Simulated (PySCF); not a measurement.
A structure optimised at PBE-D3(BJ)/def2-SVP, used in a PySCF frequency run:

```xyz
10

Te     0.1368     0.0306     0.6958
O      1.2917     0.5605    -0.9200
C      1.8215    -0.5215    -1.6638
H      1.0374    -1.1710    -2.1211
H      2.4105    -0.0639    -2.4889
H      2.5055    -1.1748    -1.0731
Si    -1.9455    -0.0268    -0.7263
H     -1.7398    -0.9559    -1.8910
H     -2.2945     1.3402    -1.2429
H     -3.0587    -0.5433     0.1462
```
Charge 0, spin multiplicity 1.

### Question
Write its SMILES and formula.

### Answer
CO[Te][SiH3], CH₆OSiTe

### Question
What are its rotational constants (standard atomic weights)?

### Answer
3.3668, 2.2865, 1.4687 GHz
